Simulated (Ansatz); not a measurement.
Consider the formal exchange of groups at the Se–Si bond: `B[Se][SiH2][SiH3]` + `F[SiH3]` → `B[Se][SiH2]F` + disilane.

Calculated with Ansatz (gas phase, PBE0-D4/def2-TZVP geometries, no zero-point term in ΔE). CCSD(T)/CBS adds triple-zeta CCSD(T) − MP2 to the extrapolated MP2 energy (def2 sets, frozen cores). This one scheme is used for every species. Functionals use def2-TZVPP. For Se outer-core shells are correlated without core-valence functions, which leaves a few kJ/mol of doubt a bond. Scalar relativity is left out up to krypton. One conformer a species, not always the lowest.

| level | ΔE (kcal/mol) | difference from CCSD(T)/CBS |
| --- | --- | --- |
| PBE-D4 | -1.0 | -0.7 |
| ωB97X-V | -1.0 | -0.7 |
| B2PLYP | -0.9 | -0.6 |
| r2SCAN | -1.4 | -1.1 |
| HF/def2-TZVPP | -1.0 | -0.7 |
| MP2/def2-TZVPP | 0.1 | 0.4 |
| SCS-MP2/def2-TZVPP | 0.0 | 0.3 |
| CCSD(T)/def2-TZVPP | -0.4 | -0.1 |
| MP2/def2-QZVPP | 0.2 | 0.5 |
| MP2/CBS(def2) | 0.2 | 0.5 |
| CCSD(T)/CBS | -0.3 | 0 |

Largest T1 diagnostic among the species: 0.014.

The D4 term adds +1.0 kcal/mol with B3LYP and +0.6 kcal/mol with PBE0; it sums over pairs of atoms, weighted by their polarisabilities, and B3LYP, whose exchange is more repulsive, gets the larger term.

B3LYP here is the variant with VWN-RPA as its local correlation; programs differ in this.
